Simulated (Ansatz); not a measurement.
Species: C3H10NSi, charge -1, multiplicity 1. It need not be the lowest isomer of its formula. Whether it binds its extra electron was not tested at this geometry. 
Geometry from a B3LYP-D3(BJ)/def2-TZVP (Ansatz, a quantum-chemistry and plane-wave program) optimisation:
```xyz
15

Si     0.1475    -0.0048    -0.0368
C      1.8080     0.0428    -0.6270
C     -0.9829    -0.9556    -1.2490
C     -0.8838     1.5977     0.3028
N      0.0037    -0.7811     1.5649
H      2.0141    -0.0401    -1.6931
H      2.5967     0.5502    -0.0714
H     -1.0173    -0.4624    -2.2260
H     -2.0063    -1.0208    -0.8657
H     -0.6105    -1.9722    -1.3978
H     -1.8625     1.3954     0.7597
H     -1.0569     2.1364    -0.6340
H     -0.3322     2.2724     0.9667
H     -0.3312    -0.2019     2.3237
H      0.8673    -1.2320     1.8378
```
Charge -1, spin multiplicity 1.

Basis-set convergence of Hartree-Fock and CCSD correlation energies (hartree) with Ansatz. Cores are frozen in the correlated levels unless marked. Spin-orbit coupling is left out. Non-relativistic. This anion needs diffuse functions, which these sets lack.

| basis | functions | E(HF) | E(corr, CCSD) |
|---|---|---|---|
| cc-pV(D+d)Z | 129 | -462.79864 | -0.78921 |
| cc-pV(T+d)Z | 299 | -462.88059 | -0.95024 |
| cc-pV(Q+d)Z | 584 | ___ | ___ |

Problem. Fill in the missing entries.

Solution. 
- cc-pV(Q+d)Z, E(HF): -462.90047
- cc-pV(Q+d)Z, E(corr, CCSD): -0.99956
